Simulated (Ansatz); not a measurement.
The lowest singlet and triplet of H2Si2 (SMILES [Si]=[SiH2]); geometries from B3LYP-D3(BJ)/def2-TZVP, each state relaxed from the structure named, with no frequency check.
Singlet at the triplet's geometry (charge 0, multiplicity 1):
```tsv
atom	x (Å)	y (Å)	z (Å)
Si	1.2764	-0.0608	0.0115
Si	-1.0047	0.0478	-0.0091
H	-1.9586	-1.0982	-0.0180
H	-1.8455	1.2792	-0.0163
```

A positive gap puts the triplet lower; no zero-point energy. R- takes a restricted singlet. The triplet is unrestricted in single-reference levels.

Cores are frozen in the correlated methods.

Run with Ansatz (Gaussian orbitals). Values without a source in brackets are computed.

### Question
One of these levels gives -1.64 kcal/mol for the gap E(singlet) − E(triplet), vertical, at the triplet's geometry. Which one is it?
A) R-PBE0/def2-TZVPP
B) R-HF/cc-pV(T+d)Z
C) R-CCSD/cc-pV(D+d)Z
D) R-r2SCAN/def2-TZVPP

### Answer
A, R-PBE0/def2-TZVPP. The others give 11.14 (R-HF/cc-pV(T+d)Z), -0.64 (R-r2SCAN/def2-TZVPP), -5.68 (R-CCSD/cc-pV(D+d)Z)

Doubts at one or more of the structures used: a restricted determinant that unrestricted orbitals would lower (R-HF/cc-pV(T+d)Z, R-r2SCAN/def2-TZVPP, R-PBE0/def2-TZVPP, R-CCSD/cc-pV(D+d)Z).

Ansatz is a quantum-chemistry and plane-wave program.
